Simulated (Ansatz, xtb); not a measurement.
**A geometry optimisation of F2H2Si2 with r2SCAN-D4/def2-SVP**

The starting geometry of this gas-phase singlet has its atoms placed at random.

| atom | x (Å) | y (Å) | z (Å) |
| --- | --- | --- | --- |
| F | 0.7504 | -1.5500 | -0.9195 |
| F | 0.9976 | -0.1756 | -1.3432 |
| Si | -1.3788 | -1.2511 | 0.1178 |
| Si | 1.2883 | -0.4809 | 0.2837 |
| H | 1.7324 | 0.8450 | 0.1373 |
| H | 0.3169 | -1.3996 | -0.2695 |

Q: Guess where an optimisation with r2SCAN-D4/def2-SVP ends from this start.

A: It ends as `F[SiH](F)[SiH]`. Distances that change by over a tenth: Si3–H6 (1.75 → 1.53 Å). Contacts that open: F1–H6 (0.80 → 3.25 Å), Si4–H6 (1.45 → 2.75 Å). Contacts that close: Si3–Si4 (2.78 → 2.39 Å).

The energy falls by 17.62 eV over 34 steps:

| step | E − E(last) (eV) |
| --- | --- |
| 1 | 17.620 |
| 5 | 4.250 |
| 8 | 2.998 |
| 12 | 0.668 |
| 16 | 0.048 |
| 19 | 0.044 |
| 23 | 0.031 |
| 27 | 0.005 |
| 30 | 0.001 |
| 34 | 0.000 |

Final geometry (Å):

```xyz
6

F     1.7608   -1.5824   -1.1815
F     1.0436    0.8835   -1.6334
Si   -1.1976   -1.2585   -0.2742
Si    0.9765   -0.3074   -0.5318
H     1.7613    0.1791    0.6395
H    -0.6378   -1.9265    0.9882
```

From the same start GFN2-xTB ends elsewhere, differing in F1–Si3 (1.65 against 3.11 Å here), F1–Si4 (3.08 against 1.63 Å here).

From so rough a start the end depends on the optimiser's path, so another program may land elsewhere. The end wasn't checked by frequencies. Run with Ansatz 0.2.0, 120 s on 1 thread of AMD EPYC 7R43 64-Core Processor (Zen 3), on a shared host.
